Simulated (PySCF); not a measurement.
Compound: AlCl2(tBu), C4H9AlCl2.
SMILES: `C[C](C)(C)[Al]([Cl])[Cl]`

Method used: PySCF, TDDFT wB97X-D/def2-SVPD, vertical, gas phase, core orbitals frozen in the response. Geometry: PBE0-D3(BJ)/def2-SVP; no solvent, vibrations or thermal averaging.

**Question.** What does the calculation give for the low-lying excited states?

**Answer.** 

| state | λ (nm) | E (eV) | f | main configurations (H = HOMO, L = LUMO) |
| --- | --- | --- | --- | --- |
| S1 | 216.7 | 5.72 | 0.013 | H→L+1 (79%), H→L (19%) |
| S2 | 196.8 | 6.30 | 0.148 | H→L (74%), H→L+1 (18%) |
| S3 | 175.6 | 7.06 | 0.0000 | H-1→L+1 (78%), H-1→L (19%) |
| S4 | 168.6 | 7.36 | 0.010 | H-1→L (66%), H-1→L+1 (16%) |
| S5 | 163.9 | 7.56 | 0.0012 | H-2→L (80%) |
| S6 | 161.9 | 7.66 | 0.051 | H-2→L+1 (76%) |
| S7 | 161.1 | 7.70 | 0.0008 | H-5→L+1 (51%), H-3→L+1 (21%), H-5→L (12%) |
| S8 | 156.9 | 7.90 | 0.176 | H→L+2 (62%), H-5→L (11%) |
| S9 | 155.1 | 7.99 | 0.0039 | H-5→L (36%), H→L+2 (21%), H-3→L (15%) |
| S10 | 154.5 | 8.02 | 0.061 | H-4→L+1 (29%), H-3→L+1 (22%), H-6→L+1 (13%) |
| S11 | 153.8 | 8.06 | 0.034 | H-6→L (33%), H-4→L+1 (30%), H-4→L (11%) |
| S12 | 153.7 | 8.07 | 0.072 | H-6→L (40%), H-3→L+1 (18%), H-5→L+1 (10%) |
| S13 | 152.8 | 8.11 | 0.072 | H-6→L+1 (65%), H-3→L+1 (10%) |
| S14 | 150.5 | 8.24 | 0.069 | H→L+3 (50%) |
| S15 | 148.6 | 8.34 | 0.0073 | H-3→L (35%), H-4→L (27%), H-4→L+1 (11%) |

Triplets, Tamm–Dancoff:

| state | E (eV) | λ (nm) | main configurations (H = HOMO, L = LUMO) |
| --- | --- | --- | --- |
| T1 | 5.31 | 233.7 | H→L+1 (75%), H→L (22%) |
| T2 | 5.60 | 221.6 | H→L (62%), H→L+1 (19%) |
| T3 | 6.96 | 178.2 | H-1→L+1 (75%), H-1→L (21%) |
| T4 | 7.08 | 175.2 | H-2→L+1 (60%), H-2→L (15%), H-1→L (13%) |

The lowest singlet comes at 217 nm (552 kJ/mol) in the ultraviolet; it is weak; its leading configuration is HOMO→LUMO+1 (79%). The most intense listed level is S8 at 7.90 eV (157 nm, f = 0.176), 2.18 eV above S1. S11/S12 lie within about 0.01 eV of each other. Löwdin shares by element: HOMO carbon 50% or more, aluminium 15% (atoms not listed hold the other 34%); LUMO aluminium 54%, chlorine 25%, carbon 6% or more. Orbital energies (eV): HOMO-3 -11.62, HOMO-2 -11.30, HOMO-1 -11.01, HOMO -9.53, LUMO 0.71, LUMO+1 0.76, LUMO+2 2.28. Of the 15 states listed, 10 reach f = 0.01 and 1 stays under 0.0005. Weighted by f, the mean energy of these states is 7.60 eV. The window holds the lowest 15 singlets.
